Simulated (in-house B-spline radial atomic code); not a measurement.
Values are calculated unless marked as measured or tabulated.
Stopping of slow ions oscillates with Z: H to Ar at r_s = 1.8

A nucleus sits in a uniform electron gas with a rigid positive background. The Kohn-Sham equations are solved self-consistently in the spin-unpolarised LDA (PW92), non-relativistic, on B-splines with outgoing waves at the boundary and partial waves to l = 8. The model has no lattice, no bands and no magnetic solution. Atomic units; δ_l are the phase shifts at the Fermi level, counted so that each bound state adds π, and good to about 0.0005.

The density parameter is r_s = 1.8 bohr. The friction coefficient Q = n k_F σ_tr gives dE/dx = Q v for slow ions. Some elements are left out of the table, so an extreme may lie at one of them.

```json
{"ion": "H", "δ0/π": "0.309", "δ1/π": "0.043", "δ2/π": "0.009", "δ3/π": "0.002", "σ_tr (bohr²)": "6.37", "Q (a.u.)": "0.2778"}
{"ion": "He", "δ0/π": "0.596", "δ1/π": "0.093", "δ2/π": "0.018", "δ3/π": "0.004", "σ_tr (bohr²)": "12.33", "Q (a.u.)": "0.5379"}
{"ion": "Li", "δ0/π": "0.810", "δ1/π": "0.169", "δ2/π": "0.026", "δ3/π": "0.005", "σ_tr (bohr²)": "13.36", "Q (a.u.)": "0.5832"}
{"ion": "Be", "δ0/π": "0.991", "δ1/π": "0.265", "δ2/π": "0.031", "δ3/π": "0.006", "σ_tr (bohr²)": "16.53", "Q (a.u.)": "0.7214"}
{"ion": "B", "δ0/π": "1.152", "δ1/π": "0.372", "δ2/π": "0.033", "δ3/π": "0.007", "σ_tr (bohr²)": "21.72", "Q (a.u.)": "0.9479"}
{"ion": "C", "δ0/π": "1.289", "δ1/π": "0.487", "δ2/π": "0.035", "δ3/π": "0.008", "σ_tr (bohr²)": "25.63", "Q (a.u.)": "1.1186"}
{"ion": "N", "δ0/π": "1.405", "δ1/π": "0.605", "δ2/π": "0.039", "δ3/π": "0.009", "σ_tr (bohr²)": "25.28", "Q (a.u.)": "1.1032"}
{"ion": "O", "δ0/π": "1.508", "δ1/π": "0.719", "δ2/π": "0.047", "δ3/π": "0.011", "σ_tr (bohr²)": "20.91", "Q (a.u.)": "0.9128"}
{"ion": "F", "δ0/π": "1.606", "δ1/π": "0.825", "δ2/π": "0.060", "δ3/π": "0.013", "σ_tr (bohr²)": "15.20", "Q (a.u.)": "0.6633"}
{"ion": "Ne", "δ0/π": "1.707", "δ1/π": "0.925", "δ2/π": "0.076", "δ3/π": "0.014", "σ_tr (bohr²)": "10.35", "Q (a.u.)": "0.4515"}
{"ion": "Mg", "δ0/π": "1.922", "δ1/π": "1.117", "δ2/π": "0.113", "δ3/π": "0.017", "σ_tr (bohr²)": "6.69", "Q (a.u.)": "0.2918"}
{"ion": "Al", "δ0/π": "2.030", "δ1/π": "1.216", "δ2/π": "0.131", "δ3/π": "0.018", "σ_tr (bohr²)": "9.02", "Q (a.u.)": "0.3938"}
{"ion": "Si", "δ0/π": "2.132", "δ1/π": "1.317", "δ2/π": "0.148", "δ3/π": "0.018", "σ_tr (bohr²)": "14.31", "Q (a.u.)": "0.6246"}
{"ion": "P", "δ0/π": "2.226", "δ1/π": "1.418", "δ2/π": "0.167", "δ3/π": "0.019", "σ_tr (bohr²)": "21.43", "Q (a.u.)": "0.9352"}
{"ion": "S", "δ0/π": "2.312", "δ1/π": "1.515", "δ2/π": "0.190", "δ3/π": "0.020", "σ_tr (bohr²)": "28.67", "Q (a.u.)": "1.2515"}
{"ion": "Cl", "δ0/π": "2.391", "δ1/π": "1.604", "δ2/π": "0.220", "δ3/π": "0.021", "σ_tr (bohr²)": "35.08", "Q (a.u.)": "1.5311"}
{"ion": "Ar", "δ0/π": "2.463", "δ1/π": "1.683", "δ2/π": "0.259", "δ3/π": "0.020", "σ_tr (bohr²)": "40.86", "Q (a.u.)": "1.7832"}
```

**Question.** Where are the largest and smallest frictions, and what do the phase shifts say there?

**Answer.** Largest: Ar, Q = 1.7832; smallest: H, Q = 0.2778, a ratio of 6.4. For the largest δ1/π = 1.68; it lies at the edge of the table, which can't show whether it is a peak. For the smallest, which lies at the edge of the table, the differences δ_l − δ_(l+1), measured from the nearest multiple of π, are 0.27π, 0.03π, 0.01π; σ_tr grows with the sines of these.

**Question.** At equal speed, Lindhard and Scharff's formula, with silicon as an example target, scales as Z^(7/6)/(Z^(2/3) + 14^(2/3))^(3/2). How does its rise from the first ion to the last compare?

**Answer.** It rises smoothly by 0.6456/0.0563 = 11.47, while Q changes by 1.783/0.278 = 6.42. The statistical formula averages over shells, so it can't show the oscillation.
